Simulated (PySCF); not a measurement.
Ni⁺: excitation energy

Ni⁺ [Ar] 3d9 (2D) → Ni⁺ [Ar] 3d8 4s1 (4F), as a difference of total energies. All numbers are calculated (PySCF 2.14, no relativity, point nucleus, in def2-TZVPPD). Correlated levels: valence: [Ar] frozen; valence and next inner shell: [Ne] frozen. The calculations carry no spin-orbit coupling.

```
                                method  excitation energy (eV)  difference from reference (eV)
                                   UHF                  -0.687                          -1.772
                                   LDA                   1.905                          +0.820
                                   PBE                   1.502                          +0.417
                                  PBE0                   1.143                          +0.058
                                r2SCAN                   0.762                          -0.323
                               r2SCANh                   0.693                          -0.392
                                 HSE06                   1.087                          +0.002
                             CAM-B3LYP                   1.300                          +0.215
                                  BP86                   1.485                          +0.400
                         MP2 (valence)                   1.753                          +0.668
                     SCS-MP2 (valence)                   1.632                          +0.547
    MP2 (valence and next inner shell)                   2.317                          +1.232
SCS-MP2 (valence and next inner shell)                   2.030                          +0.945
```

Reference: 1.085 eV (measured; NIST levels, between the centres of gravity of the two terms).

These non-relativistic numbers lack the scalar-relativistic shift.

Errors of the correlated levels include the incompleteness of this basis and the frozen core.
